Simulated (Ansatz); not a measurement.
CH2 (SMILES [CH2]), charge 0, multiplicity 3, relaxed at each level with Ansatz (a first-principles code); harmonic frequencies from differences of analytic forces, average atomic masses, frozen cores. Open shells are unrestricted.

```csv
level,C1–H2 (Å),C1–H3 (Å),H2–C1–H3 (°),dipole (D)
HF/def2-TZVPP,1.0698,1.0698,131.9,0.60
PBE/def2-TZVPP,1.0854,1.0854,135.5,0.63
r2SCAN/def2-TZVPP,1.0784,1.0784,134.1,0.60
B3LYP/def2-TZVPP,1.0776,1.0776,135.1,0.64
PBE0/def2-TZVPP,1.0784,1.0784,134.9,0.63
wB97X-V/def2-TZVPP,1.0807,1.0807,134.9,0.66
MP2/cc-pVTZ,1.0737,1.0737,132.8,0.61
CCSD(T)/cc-pVDZ,1.0956,1.0956,132.2,0.59
CCSD(T)/cc-pVTZ,1.0784,1.0784,133.5,0.61
CCSD(T)/cc-pVQZ,1.0772,1.0772,133.7,0.60
```
